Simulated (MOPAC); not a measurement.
Input file for MOPAC: AM1 on Li2+, 2S+1 = 2, a spin state set in the input, which need not be the lowest, a point of a bond scan (R = 3.352 Å). Charge +1.

```
AM1 1SCF PRECISE CHARGE=1 UHF MS=0.5 THREADS=1
Li2

Li     0.00000000 1     0.00000000 1     0.00000000 1
Li     0.00000000 1     0.00000000 1     3.35234100 1
```

Program output:

```
*******************************************************************************
 **                                                                           **
 **                              MOPAC v23.2.5                                **
 **                                                                           **
 *******************************************************************************
 ** MOPAC's Digital Object Identifier: https://doi.org/10.5281/zenodo.6511958 **
 **                                                                           **
 ** Please cite the open-source release paper for use of this MOPAC version:  **
 ** J. E. Moussa and J. J. P. Stewart (2026)                                  **
 ** MOPAC: An open-source semiempirical molecular orbital program             **
 ** J. Open Source Softw., 11(119), 8025, https://doi.org/10.21105/joss.08025 **
 *******************************************************************************

                              AM1 CALCULATION RESULTS

 *******************************************************************************
 *  AM1        - The AM1 Hamiltonian to be used
 *  UHF        - UNRESTRICTED HARTREE-FOCK CALCULATION
 *
 *
 *
 *                 CHARGE ON SYSTEM = +1
 *
 *
 *
 *  MS=        - IN MECI, MAGNETIC COMPONENT OF SPIN =  0.5
 *  PRECISE    - TIGHTER CRITERIA TO BE USED
 *  1SCF       - DO 1 SCF AND THEN STOP
 *  THREADS=1  - MULTI-THREADING NOT USED
 *  T=         - A TIME OF 172800.0 SECONDS REQUESTED
 *  DUMP=N     - RESTART FILE WRITTEN EVERY 7200.0 SECONDS REQUESTED
 *******************************************************************************
AM1 1SCF PRECISE CHARGE=1 UHF MS=0.5 THREADS=1
 Li2

   ATOM   CHEMICAL          X               Y               Z
  NUMBER   SYMBOL      (ANGSTROMS)     (ANGSTROMS)     (ANGSTROMS)

     1      Li          0.00000000  *   0.00000000  *   0.00000000  *
     2      Li          0.00000000  *   0.00000000  *   3.35234100  *



          CARTESIAN COORDINATES

    NO.       ATOM           X           Y           Z

     1        Li          0.0000      0.0000      0.0000
     2        Li          0.0000      0.0000      3.3523

 Li: (AM1): J. J. P. STEWART, J. MOL. MOD., 10, 155-164 (2004)

           Empirical Formula: Li2  =     2 atoms



      MOLECULAR POINT GROUP   :   D*h


          UHF CALCULATION, NO. OF ALPHA ELECTRONS =    1
                           NO. OF BETA  ELECTRONS =    0

 -------------------------------------------------------------------------------
 AM1 1SCF PRECISE CHARGE=1 UHF MS=0.5 THREADS=1
 Li2



     1SCF WAS SPECIFIED, SO BFGS WAS NOT USED
     SCF FIELD WAS ACHIEVED


                              AM1 CALCULATION
                                                       MOPAC v23.2.5 Linux




          FINAL HEAT OF FORMATION =        172.97639 KCAL/MOL =     723.73321 KJ/MOL


          COSMO AREA              =         99.09 SQUARE ANGSTROMS
          COSMO VOLUME            =         80.78 CUBIC ANGSTROMS

          IONIZATION POTENTIAL    =          9.132947 EV
          ALPHA SOMO LUMO (EV)    =         -9.133 -3.765
          NO. OF ALPHA ELECTRONS  =          1
          NO. OF BETA  ELECTRONS  =          0
          MOLECULAR WEIGHT        =         13.8800         POINT GROUP:  D*h

          MOLECULAR DIMENSIONS (Angstroms)

            Atom       Atom       Distance
           Li     2   Li     1     3.35234
           Li     2   Li     1     0.00000
           Li     1   Li     2     0.00000


          SCF CALCULATIONS        =          1





   ATOM   CHEMICAL          X               Y               Z
  NUMBER   SYMBOL      (ANGSTROMS)     (ANGSTROMS)     (ANGSTROMS)

     1      Li          0.00000000  *   0.00000000  *   0.00000000  *
     2      Li          0.00000000  *   0.00000000  *   3.35234100  *

                             CARTESIAN COORDINATES

   1   Li        0.000000000     0.000000000     0.000000000
   2   Li        0.000000000     0.000000000     3.352341000


           Empirical Formula: Li2  =     2 atoms



      MOLECULAR POINT GROUP   :   D*h


          ALPHA EIGENVALUES
  -9.13295  -3.76474  -0.60561  -0.17276  -0.17276  -0.04444   0.28737   0.28737


           BETA EIGENVALUES
  -3.95340  -3.04426  -0.84047  -0.15095  -0.15095  -0.05655   0.17050   0.17050


              NET ATOMIC CHARGES AND DIPOLE CONTRIBUTIONS

  ATOM NO.   TYPE          CHARGE      No. of ELECS.   s-Pop       p-Pop
    1         Li           0.500000        0.5000     0.42192     0.07808
    2         Li           0.500000        0.5000     0.42192     0.07808
 DIPOLE           X         Y         Z       TOTAL
 POINT-CHG.     0.000     0.000     0.000     0.000
 HYBRID         0.000     0.000    -0.000     0.000
 SUM            0.000     0.000     0.000     0.000


          ATOMIC ORBITAL ELECTRON POPULATIONS

     Atom    s        px        py        pz
    1 Li   0.42192   0.00000   0.00000   0.07808
    2 Li   0.42192   0.00000   0.00000   0.07808


                    (SZ)    =    0.500000
                    (S**2)  =    0.750000


          ATOMIC ORBITAL SPIN POPULATIONS

    Atom   Total    s     px     py     pz
         Atomic
    1 Li  0.5000  0.422  0.000  0.000  0.078
    2 Li  0.5000  0.422  0.000  0.000  0.078

 **********************
 *                    *
 * JOB ENDED NORMALLY *
 *                    *
 **********************




 == MOPAC DONE ==
```

The run finished.

Cost: about 0.020 core-seconds (a rough figure).
